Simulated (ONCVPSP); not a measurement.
**Ranking ONCV potentials for antimony**

All share these settings but for the change named:

* Element: Sb
* Generator: ONCVPSP 4.0.1
* Type: optimised norm-conserving Vanderbilt (ONCV)
* Functional: PBE
* Relativity: scalar-relativistic
* Frozen core: [Ar] 3d10
* Valence charge: 23
* Reference configuration: 4s2 4p6 4d10 5s2 5p2.5 (charge +0.5)
* Partial waves: 4s+5s: rc 1.25 bohr, ncon 3, nbas 7, qcut 9.4 1/bohr, 2 projectors; 4p+5p: rc 1.10 bohr, ncon 4, nbas 8, qcut 14.8 1/bohr, 2 projectors; 4d: rc 1.60 bohr, ncon 4, nbas 8, qcut 11 1/bohr, 2 projectors, debl 0.5 Ha
* Local potential: polynomial inside 0.90 bohr (lpopt 5, dvloc0 1 Ha)
* Core correction: Teter function, fcfact 2.5, rcfact 1.75

In the d channel the program set the typed energies aside and used -1.380, 0.250 Ha.

Test errors are all-electron minus pseudo excitation energies from the reference, over 4s2 4p6 4d10 5s2 5p3; 4s2 4p6 4d10 5s2 5p2; 4s2 4p6 4d10 5s2 5p1; 4s2 4p6 4d10 5s1 5p0. None of these files shows a bound ghost.

The base gives 22.5 meV.

Of 9 variants that were run, those that failed, showed a ghost or another fault, or gave nearly equal values are left out.

A variant can come out equal or close to the base, since the largest error may sit in a test that the change hardly touches while other tests move.

(1) Rank these variants by their largest absolute test error, smallest first.
A. local potential polynomial inside 1.05 bohr (lpopt 4, dvloc0 3 Ha)
B. all radii but the core radius scaled by about 1.07 (s 1.34, p 1.18, d 1.72 bohr); local potential polynomial inside 0.98 bohr (lpopt 5, dvloc0 1 Ha)
C. non-relativistic

Answers

(1) C (3.8 meV), A (22.2 meV), B (25.1 meV).
